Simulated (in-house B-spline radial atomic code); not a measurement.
## Tc7+: [Ar] (3d3/2)3 (3d5/2)6 4s2 4p6 (7p3/2)1 (an excited or competing configuration)

Method: Dirac-Hartree-Fock, average of the jj configuration, Fermi nucleus of rms radius 4.41117 fm. Calculated with an all-electron radial atomic-structure program (B-spline basis).

Screening seen three ways: the hydrogenic charge with the same mean radius, Z_r = [3n² - l(l+1)]/(2<r>), the one with the same energy, Z_e = n√(-2ε), and Slater's rules. Values are occupation-weighted means over j. An effective charge above Z reflects the relativistic contraction of the inner shells.

```json
{"shell": "1s", "electrons": "2", "ε (eV)": "-21330", "<r> (bohr)": "0.03427", "Z_r": "43.77", "Z_e": "39.59", "Slater": "42.70"}
{"shell": "2s", "electrons": "2", "ε (eV)": "-3256", "<r> (bohr)": "0.1489", "Z_r": "40.31", "Z_e": "30.94", "Slater": "38.85"}
{"shell": "2p", "electrons": "6", "ε (eV)": "-2925.4", "<r> (bohr)": "0.1302", "Z_r": "38.41", "Z_e": "29.33", "Slater": "38.85"}
{"shell": "3s", "electrons": "2", "ε (eV)": "-717.97", "<r> (bohr)": "0.4086", "Z_r": "33.04", "Z_e": "21.79", "Slater": "31.75"}
{"shell": "3p", "electrons": "6", "ε (eV)": "-605.55", "<r> (bohr)": "0.4087", "Z_r": "30.58", "Z_e": "20.01", "Slater": "31.75"}
{"shell": "3d", "electrons": "9", "ε (eV)": "-426.74", "<r> (bohr)": "0.3896", "Z_r": "26.95", "Z_e": "16.80", "Slater": "22.20"}
{"shell": "4s", "electrons": "2", "ε (eV)": "-209.13", "<r> (bohr)": "0.9857", "Z_r": "24.35", "Z_e": "15.68", "Slater": "16.10"}
{"shell": "4p", "electrons": "6", "ε (eV)": "-171.18", "<r> (bohr)": "1.052", "Z_r": "21.87", "Z_e": "14.19", "Slater": "16.10"}
{"shell": "7p", "electrons": "1", "ε (eV)": "-28.216", "<r> (bohr)": "5.711", "Z_r": "12.69", "Z_e": "10.08", "Slater": "8.00"}
```

The least bound orbital is 7p3/2 at -28.22 eV, and it is also the most diffuse (<r> = 5.711 bohr). The part-filled 3d shell lies below the filled 4p shell in orbital energy.

For the 1s electron the small component carries 2.46 % of the norm, the zero-frequency Breit interaction raises the level by 41.85 eV, self-energy by 22.91 eV, and vacuum polarisation lowers it by 2.692 eV.
